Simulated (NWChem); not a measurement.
System: BHOF cation; SMILES [OH+]=BF

Here is an NWChem input.

```
start job
memory heap 200 mb stack 700 mb global 900 mb
charge 1
geometry units angstroms noautosym nocenter noautoz
  O      0.000340    -1.186309     0.000000
  B     -0.000184     0.038282     0.000000
  F      0.000077     1.278807     0.000000
  H     -0.003901    -2.155234     0.000000
end
basis spherical
  O library def2-svp
  B library def2-svp
  F library def2-svp
  H library def2-svp
end
dft
  xc b3lyp
  iterations 150
  mulliken
end
task dft energy
esp
  recalculate
  probe 0.07
  range 0.3
  factor 1.0
  spacing 0.02
end
task esp
```

Output (shortened):

```
             Northwest Computational Chemistry Package (NWChem) 7.3.0
             --------------------------------------------------------

                             Geometry "geometry" -> ""
                             -------------------------

 Output coordinates in angstroms (scale by  1.889725989 to convert to a.u.)

  No.       Tag          Charge          X              Y              Z
 ---- ---------------- ---------- -------------- -------------- --------------
    1 O                    8.0000     0.00034000    -1.18630900     0.00000000
    2 B                    5.0000    -0.00018400     0.03828200     0.00000000
    3 F                    9.0000     0.00007700     1.27880700     0.00000000
    4 H                    1.0000    -0.00390100    -2.15523400     0.00000000

 Effective nuclear repulsion energy (a.u.)      58.8991376225

                                 NWChem DFT Module
                                 -----------------

 Summary of "ao basis" -> "ao basis" (spherical)
 ------------------------------------------------------------------------------
       Tag                 Description            Shells   Functions and Types
 ---------------- ------------------------------  ------  ---------------------
 O                          def2-svp                 6       14   3s2p1d
 B                          def2-svp                 6       14   3s2p1d
 F                          def2-svp                 6       14   3s2p1d
 H                          def2-svp                 3        5   2s1p

            General Information
            -------------------
          SCF calculation type: DFT
          Wavefunction type:  closed shell.
          No. of atoms     :     4
          No. of electrons :    22
           Alpha electrons :    11
            Beta electrons :    11
          Charge           :     1
          Spin multiplicity:     1
          Use of symmetry is: off; symmetry adaption is: off
          Maximum number of iterations: 150
          AO basis - number of functions:    47
                     number of shells:    21
          Convergence on energy requested:  1.00D-06
          Convergence on density requested:  1.00D-05
          Convergence on gradient requested:  5.00D-04

              XC Information
              --------------
                         B3LYP Method XC Potential
                     Hartree-Fock (Exact) Exchange  0.200
                        Slater Exchange Functional  0.800 local
                    Becke 1988 Exchange Functional  0.720 non-local
              Lee-Yang-Parr Correlation Functional  0.810
                  VWN I RPA Correlation Functional  0.190 local

             Grid Information
             ----------------
          Grid used for XC integration:  medium
          Radial quadrature: Mura-Knowles
          Angular quadrature: Lebedev.
          Tag              B.-S. Rad. Rad. Pts. Rad. Cut. Ang. Pts.
          ---              ---------- --------- --------- ---------
          O                   0.60       49           6.0       434
          B                   0.85       49           8.0       434
          F                   0.50       49          10.0       434
          H                   0.35       45           8.0       434
          Grid pruning is: on
          Number of quadrature shells:   192
          Spatial weights used:  Erf1

      Superposition of Atomic Density Guess
      -------------------------------------

 Sum of atomic energies:        -198.98693891

 Renormalizing density from      23.00 to     22

      Non-variational initial energy
      ------------------------------

 Total energy =    -194.242125
 1-e energy   =    -373.724451
 2-e energy   =     120.583189
 HOMO         =      -1.012230
 LUMO         =      -0.357097

     ---------------------------------------------
      Total Density - Mulliken Population Analysis
     ---------------------------------------------

    Atom       Charge   Shell Charges
 -----------   ------   -------------------------------------------------------
    1 O    8     8.38   1.99  1.15  0.44  3.48  1.31  0.01
    2 B    5     3.87   1.99  0.70  0.01  0.93  0.04  0.19
    3 F    9     9.23   1.99  1.23  0.60  3.81  1.59  0.01
    4 H    1     0.52   0.43  0.03  0.06

   convergence    iter        energy       DeltaE   RMS-Dens  Diis-err
 ---------------- ----- ----------------- --------- --------- ---------
 d= 0,ls=0.0,diis     1   -199.8813258468 -2.59D+02  3.70D-02  2.76D+00
 d= 0,ls=0.0,diis     2   -199.5121738235  3.69D-01  2.43D-02  7.16D+00
 d= 0,ls=0.0,diis     3   -200.1213641644 -6.09D-01  2.37D-03  1.63D-02
 d= 0,ls=0.0,diis     4   -200.1231742848 -1.81D-03  5.96D-04  1.54D-03
 d= 0,ls=0.0,diis     5   -200.1233057497 -1.31D-04  1.56D-04  2.47D-04
  Resetting Diis
 d= 0,ls=0.0,diis     6   -200.1233277256 -2.20D-05  2.66D-05  1.21D-05
 d= 0,ls=0.0,diis     7   -200.1233286769 -9.51D-07  1.05D-05  1.66D-07
 d= 0,ls=0.0,diis     8   -200.1233286642  1.27D-08  5.56D-06  3.00D-07

         Total DFT energy =     -200.123328664187
      One electron energy =     -385.436865282332
           Coulomb energy =      149.639306579503
    Exchange-Corr. energy =      -23.224907583877
 Nuclear repulsion energy =       58.899137622519

 Numeric. integr. density =       22.000000186952

                       DFT Final Molecular Orbital Analysis
                       ------------------------------------

 Vector    9  Occ=2.000000D+00  E=-8.000759D-01
              MO Center= -7.8D-06,  8.6D-01,  1.4D-08, r^2= 1.1D+00
   Bfn.  Coefficient  Atom+Function         Bfn.  Coefficient  Atom+Function
  ----- ------------  ---------------      ----- ------------  ---------------
    32      0.588716  3 F  px                35     -0.350012  3 F  px
    18      0.261288  2 B  px                 4     -0.196718  1 O  px
     7     -0.107422  1 O  px                21     -0.052838  2 B  px
    24     -0.029165  2 B  d -2

 Vector   10  Occ=2.000000D+00  E=-7.113222D-01
              MO Center=  7.2D-04, -7.2D-01,  1.2D-08, r^2= 1.4D+00
   Bfn.  Coefficient  Atom+Function         Bfn.  Coefficient  Atom+Function
  ----- ------------  ---------------      ----- ------------  ---------------
     4      0.580195  1 O  px                 7      0.374120  1 O  px
    32      0.287246  3 F  px                35     -0.184957  3 F  px
    18     -0.150692  2 B  px                24     -0.063362  2 B  d -2

 Vector   11  Occ=2.000000D+00  E=-7.113216D-01
              MO Center=  2.0D-04, -7.2D-01, -1.1D-08, r^2= 1.4D+00
   Bfn.  Coefficient  Atom+Function         Bfn.  Coefficient  Atom+Function
  ----- ------------  ---------------      ----- ------------  ---------------
     6      0.580197  1 O  pz                 9      0.374122  1 O  pz
    34      0.287246  3 F  pz                37     -0.184957  3 F  pz
    20     -0.150693  2 B  pz                25     -0.063362  2 B  d -1

 Vector   12  Occ=0.000000D+00  E=-2.647902D-01
              MO Center= -2.7D-04, -3.1D-01, -4.9D-08, r^2= 3.2D+00
   Bfn.  Coefficient  Atom+Function         Bfn.  Coefficient  Atom+Function
  ----- ------------  ---------------      ----- ------------  ---------------
    17      0.952372  2 B  s                  3     -0.614196  1 O  s
    44      0.372117  4 H  s                 31     -0.302745  3 F  s
    16      0.266388  2 B  s                  2     -0.262212  1 O  s
    43      0.206572  4 H  s                 33     -0.199403  3 F  py
    30     -0.160116  3 F  s                 15      0.136869  2 B  s

 Vector   13  Occ=0.000000D+00  E=-2.413738D-01
              MO Center= -2.9D-03, -7.1D-03, -5.1D-08, r^2= 1.7D+00
   Bfn.  Coefficient  Atom+Function         Bfn.  Coefficient  Atom+Function
  ----- ------------  ---------------      ----- ------------  ---------------
    18      0.737869  2 B  px                21     -0.483446  2 B  px
     7      0.325165  1 O  px                 4      0.319777  1 O  px
    32     -0.285111  3 F  px                35      0.249257  3 F  px
    45      0.028580  4 H  px

 Vector   14  Occ=0.000000D+00  E=-2.413716D-01
              MO Center= -1.8D-04, -7.0D-03,  9.5D-08, r^2= 1.7D+00
   Bfn.  Coefficient  Atom+Function         Bfn.  Coefficient  Atom+Function
  ----- ------------  ---------------      ----- ------------  ---------------
    20      0.737874  2 B  pz                23     -0.483454  2 B  pz
     9      0.325178  1 O  pz                 6      0.319786  1 O  pz
    34     -0.285113  3 F  pz                37      0.249259  3 F  pz
    47      0.028580  4 H  pz

     ---------------------------------------------
      Total Density - Mulliken Population Analysis
     ---------------------------------------------

    Atom       Charge   Shell Charges
 -----------   ------   -------------------------------------------------------
    1 O    8     7.86   1.99  1.05  0.46  3.01  1.35  0.01
    2 B    5     4.59   1.99  0.75 -0.02  1.51  0.15  0.22
    3 F    9     8.84   1.99  1.16  0.66  3.36  1.67  0.01
    4 H    1     0.70   0.61  0.02  0.07

     -------------------------------------------
      Total Density - Lowdin Population Analysis
     -------------------------------------------

    Atom       Charge   Shell Charges
 -----------   ------   -------------------------------------------------------
    1 O    8     7.72   1.97  0.77  0.48  2.77  1.72  0.01
    2 B    5     4.77   1.95  0.45  0.14  1.29  0.43  0.50
    3 F    9     8.73   1.98  0.97  0.66  3.19  1.91  0.02
    4 H    1     0.78   0.47  0.13  0.18

     Multipole analysis of the density
     ---------------------------------

     L   x y z        total         alpha         beta         nuclear
     -   - - -        -----         -----         ----         -------
     0   0 0 0      1.000000    -11.000000    -11.000000     23.000000

     1   1 0 0     -0.004118     -0.000729     -0.000729     -0.002661
     1   0 1 0     -1.327798     -0.715835     -0.715835      0.103873
     1   0 0 1      0.000000      0.000000      0.000000      0.000000

     2   2 0 0     -9.607119     -4.803589     -4.803589      0.000058
     2   1 1 0      0.016868     -0.002336     -0.002336      0.021540
     2   1 0 1     -0.000000     -0.000000     -0.000000      0.000000
     2   0 2 0     -2.769464    -56.074010    -56.074010    109.378556
     2   0 1 1      0.000000      0.000000      0.000000      0.000000
     2   0 0 2     -9.607154     -4.803577     -4.803577      0.000000

                     NWChem Electrostatic Potential Fit Module
                     -----------------------------------------

 Atom parameters

 Number of atoms is                                    4
 Number of basis functions is                         47

 Grid parameters

 Maximum number of grid points is                  22493
 Number of grid points is                          22492
 Grid range                                     0.300000 nm
 Grid spacing                                   0.020000 nm
 Probe radius                                   0.070000 nm
 Atom radius factor                             1.000000

 Atomic radii

    1    0.100000
    5    0.158000
    8    0.136000
    9    0.128000
 FASTESP  F
  using M.O. file = ./job.movecs

    Atom              Coordinates                           Charge

                                                  ESP

    1 O     0.000034   -0.118631    0.000000   -0.553569
    2 B    -0.000018    0.003828    0.000000    1.040597
    3 F     0.000008    0.127881    0.000000   -0.086504
    4 H    -0.000390   -0.215523    0.000000    0.599475
                                            ------------
                                                1.000000

 Dipole moment                                  0.156063

 Quadrupole moment Qxx                         -4.906047
                   Qyy                          9.812144
                   Qzz                         -4.906096

 RMS deviation kJ/mol                           0.027246

 RRMS %                                         0.837468
```

Level: B3LYP/def2-SVP. The geometry was optimised at PBE0/def2-SVP.
